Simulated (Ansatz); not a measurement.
Cost and result for the atomization energy of GeH$_{8}$Si$_{2}$, SMILES `[SiH3][SiH2][GeH3]` (11 atoms, 10 bonds).

Z-matrix (Å, degrees):
```
Si
Si 1 2.337
H 1 1.488 2 109.7
H 1 1.488 2 111.3 3 120.4
H 1 1.488 2 109.7 3 -119.2
Ge 2 2.380 1 110.4 3 59.6
H 2 1.490 1 109.9 3 -179.8
H 2 1.490 1 109.9 3 -61.0
H 6 1.538 2 110.2 1 -59.7
H 6 1.538 2 110.2 1 59.6
H 6 1.538 2 111.3 1 179.9
```

Charge 0, multiplicity 1. Correlated methods include outer-core shells of Ge, which these sets cover unevenly. Scalar relativity is left out up to krypton. The geometry is a stationary point of PBE0-D4/def2-TZVP. Program: Ansatz. All runs use 4 threads of an Arm Neoverse V2 on a shared host. Times are those of one run each, without the atoms' runs, and a repeat can differ threefold. Electronic energies, without spin–orbit coupling; frozen cores. CCSD(T)/CBS adds CCSD(T) − MP2 in def2-TZVPP to the MP2 limit, and its time is that of the two runs behind it. T1 = 0.013. With those shells the extrapolation isn't a true limit.

CCSD(T)/CBS is a level of theory with its own doubt, some kJ/mol a heavy atom from the limit and from the frozen cores, so smaller differences don't rank the functionals.

```tsv
level	functions	wall time
LDA (SPW92)/def2-TZVPP	244	1.1 s
revPBE-D4/def2-TZVPP	244	1.8 s
PBE0-D4/def2-TZVPP	244	2.8 s
BHLYP-D4/def2-TZVPP	244	2.9 s
CAM-B3LYP-D4/def2-TZVPP	244	3.4 s
CCSD(T)/def2-SVP	108	3.6 s
r2SCANh-D4/def2-TZVPP	244	4.7 s
B2PLYP/def2-TZVPP	244	4.7 s
ωB97X-V/def2-TZVPP	244	7.5 s
B97M-V/def2-TZVPP	244	8 s
MP2/def2-QZVPP	469	19 s
CCSD(T)/def2-TZVPP	244	99 s
CCSD(T)/CBS(def2)	–	120 s
```

(1) What atomization energy does each give, and how far from CCSD(T)/CBS? (Estimate.)

## Answers

(1) The calculation gave: 
```tsv
level	atomization (kJ/mol)	difference from CCSD(T)/CBS	per bond
LDA (SPW92)/def2-TZVPP	3324.7	283.2	28.3
revPBE-D4/def2-TZVPP	2939.4	-102.1	-10.2
PBE0-D4/def2-TZVPP	2982.1	-59.4	-5.9
BHLYP-D4/def2-TZVPP	3008.2	-33.3	-3.3
CAM-B3LYP-D4/def2-TZVPP	3032.1	-9.4	-0.9
CCSD(T)/def2-SVP	2838.6	-202.9	-20.3
r2SCANh-D4/def2-TZVPP	3024.6	-16.9	-1.7
B2PLYP/def2-TZVPP	2976.9	-64.6	-6.5
ωB97X-V/def2-TZVPP	3063.3	21.8	2.2
B97M-V/def2-TZVPP	3067.0	25.5	2.6
MP2/def2-QZVPP	2952.1	-89.4	-8.9
CCSD(T)/def2-TZVPP	2978.6	-62.9	-6.3
CCSD(T)/CBS(def2)	3041.5	0.0	0.0
```

From PBE to PBE0 (25 % exact exchange), in def2-TZVPP and without D4, the atomization energy moves by +11.6 kJ/mol. In def2-TZVPP, CCSD(T) changes the Hartree–Fock value by +670.3 kJ/mol (the triples alone add +22.5 kJ/mol) and MP2 by +606.9 kJ/mol; breaking electron pairs costs correlation energy, which Hartree–Fock lacks. The D4 term adds +37.4 kJ/mol with B3LYP and +19.8 kJ/mol with PBE0; it sums over pairs of atoms, weighted by their polarisabilities, and B3LYP, whose exchange is more repulsive, gets the larger term.

B3LYP here is the variant with VWN-RPA as its local correlation; programs differ in this.
